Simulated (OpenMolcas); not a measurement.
Ba: CASPT2 settings compared

| Item | Value |
| --- | --- |
| Program | OpenMolcas 26.06 |
| Basis | ANO-RCC-VTZP [8s7p4d2f1g] |
| Scalar Hamiltonian | DKH2, point nucleus |
| Active space | 2 electrons in 4 orbitals (6s 6p) |
| State averaging | 2S+1 = 3 even, 3 roots; 2S+1 = 1 even, 6 roots kept (CI in the orbitals of an earlier block); 2S+1 = 3 odd, 3 roots; 2S+1 = 1 odd, 3 roots kept (CI in the orbitals of an earlier block) |
| Spin-orbit coupling | state interaction with AMFI integrals over the reference wave functions, term energies averaged over their components |

Methods on the same reference wave functions:
A. CASSCF
B. XMS-CASPT2, IPEA 0.4 Eh, real shift 0.4 Eh (closed shells correlated: 5s 5p)
C. XMS-CASPT2, IPEA 0.1 Eh, imaginary shift 0.15 Eh (closed shells correlated: 5s 5p)
D. XMS-CASPT2, IPEA 0.3 Eh, sigma2 regulariser 0.15 Eh (closed shells correlated: none)

Energies in cm-1 above 6s2 1S0, the measured ground level; measured values from NIST Handbook of Basic Atomic Spectroscopic Data.

```
      Level      A      B      C      D  Measured
    6s2 1S0    0.0    0.0    0.0    0.0       0.0
6s 6p 3P* 0  10087  11720  12000  10670     12266
6s 6p 3P* 1  10347  11970  12250  10920     12637
6s 6p 3P* 2  10894  12530  12810  11470     13515
6s 6p 1P* 1  25387  21660  19300  20240     18060
    6p2 3P0  30053  32450  32620  30440          
    6p2 3P1  30295  32690  32860  30680          
    6p2 3P2  30752  33080  33300  31100
```

Deviations, from unrounded energies. A percentage is the sum of absolute deviations over the sum of measured energies, with the sign that they share, or ± where signs differ.

```tsv
Against measurement	Levels	A	B	C	D
mean absolute deviation (cm-1)	4	3600	1400	650	1900
other configurations (%)	4	±25.5	±10.3	±4.6	±13.3
```

C lies closest to measurement on these levels and A furthest from it. The largest miss of C in the table is 6s 6p 1P* 1, by +1200 cm-1. The ranking rests on the paired levels alone, and a cruder setting can come out closer through cancelling errors.

Among B to D the level of the table that moves most is 6s 6p 1P* 1, by 2400 cm-1 (lowest in C, highest in B). Moves below CASPT2's spread within the term are not significant.

The lowest spin-free term lies below A's lowest term by 0.178 hartree in B, 0.184 hartree in C, 0.005 hartree in D.

Over all roots computed the reference weight is 0.88 to 0.94 in C, 0.92 to 0.99 in D; the roots of lowest weight are the least certain, and an intruder state may touch them. Terms from blocks run as CI alone lack orbitals of their own. The ¹D term of p² mixes with s d, which this space lacks. Computed and measured levels are paired by configuration, term and J; levels that our copy of the source lacks, or whose pairing is in doubt (as where it misses far off the trend of its configuration), stay unpaired and out of the deviations. Only configurations of the active space appear. Levels that lie high or do not pair safely by name in every column are left out.

* marks odd parity.
